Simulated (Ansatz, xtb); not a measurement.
# Isomers of HO2PSi in order of energy

7 gas-phase structures of HO2PSi, found in a search over its isomers (lower ones may exist). Each was relaxed with GFN2-xTB; where two conformers were screened, the lower at r2SCAN-D4/def2-SVP is listed:

A. `O=PO[SiH]`, a singlet
B. `O1[SiH]=[O+][P-]1`, a singlet
C. `O=[SiH]P=O`, a singlet
D. `O=PO[SiH]`, a triplet
E. a singlet given by its coordinates
F. `O=[Si]1OP1`, a singlet
G. a singlet given by its coordinates

G (Å):

```
atom    x (Å)    y (Å)   z (Å)
   O   1.3249  -0.7773  1.7501
   O  -0.5990  -1.6874  2.5714
   P   0.5103  -0.6113  3.1977
  Si   0.1620  -1.8068  1.0527
   H   1.2740  -1.5886  3.8998
```

Close contacts (Å): O1–P3 1.67, O1–Si4 1.70, O2–P3 1.67, O2–Si4 1.70, P3–Si4 2.48, P3–H5 1.43.

E (Å):

```xyz
5

O    -0.8585   -2.3997    0.6528
O     1.5363    0.3651    3.4525
P     0.5401   -0.6944    3.2983
Si    0.3258   -1.7084    1.2636
H     1.1819   -1.9185    3.7603
```

Close contacts (Å): O1–Si4 1.50, O2–P3 1.46, P3–Si4 2.28, P3–H5 1.46.

Problem. Make a reasoned guess at their ranking by r2SCAN-D4/def2-SVP single-point energy.

Solution. Calculated order at r2SCAN-D4/def2-SVP: G (0.0), B (15.3), A (27.2), F (27.5), E (56.1), C (56.2), D (56.8) kcal/mol. Less than 1 kcal/mol parts A and F; E and C; C and D, so the order within those pairs means little.

Energies above the lowest of each column, in kcal/mol (a dash: not run or not comparable):

| structure | GFN2-xTB | HF/STO-3G | r2SCAN-D4/def2-SVP |
| --- | --- | --- | --- |
| G | 0.0 | 0.0 | 0.0 |
| B | 14.0 | 30.6 | 15.3 |
| A | 10.3 | 64.2 | 27.2 |
| F | 11.9 | 90.9 | 27.5 |
| E | 12.9 | 120.6 | 56.1 |
| C | 12.7 | 104.8 | 56.2 |
| D | – | 99.2 | 56.8 |

Every level run on G puts it lowest or level with the lowest. Some further structures that were screened fall inside this span and aren't listed. Flexible structures stand in one conformer each, not always the lowest. Frequencies (B3LYP/6-31G*) were run for B alone. GFN2-xTB has no spin polarisation and isn't compared across spin states. Open shells are spin-unrestricted, some with notable spin contamination.

Over these structures GFN2-xTB departs from r2SCAN-D4/def2-SVP by 15.5 kcal/mol on average once a common shift is removed. A GFN2-xTB relaxation took about 0.066 s and the r2SCAN-D4/def2-SVP energy about 1.6 s on a shared host (Ansatz 0.2.0, xtb 6.7.1 (Pople sets with spherical d functions)).
